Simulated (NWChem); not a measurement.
**Ionisation of stibine (H3Sb)**

```xyz
4

Sb     0.0006     0.0541     0.0000
H     -0.7203    -0.9130     1.2313
H     -0.7203    -0.9130    -1.2313
H      1.4123    -0.9348     0.0000
```
Charge 0, spin multiplicity 1.

Program: NWChem. Structure: optimised with B3LYP/def2-SVP with def2 effective core potentials on Sb, a minimum by its harmonic frequencies.

Basis set: def2-TZVPD. −ε marks an orbital energy of the parent.

Effective core potentials replace the inner electrons of Sb; spin-orbit coupling is left out. B3LYP has NWChem's definition, with VWN1-RPA local correlation.

Question: Order these methods by the first vertical ionisation energy they give, lowest first: −ε(HOMO) of HF, −ε(HOMO) of BLYP, −ε(HOMO) of B3LYP, −ε(HOMO) of PBE, G0W0@PBE, G0W0@PBE0.

Answer: −ε(HOMO) of BLYP (6.44 eV), −ε(HOMO) of PBE (6.54 eV), −ε(HOMO) of B3LYP (7.40 eV), G0W0@PBE (9.50 eV), G0W0@PBE0 (9.66 eV), −ε(HOMO) of HF (9.84 eV)
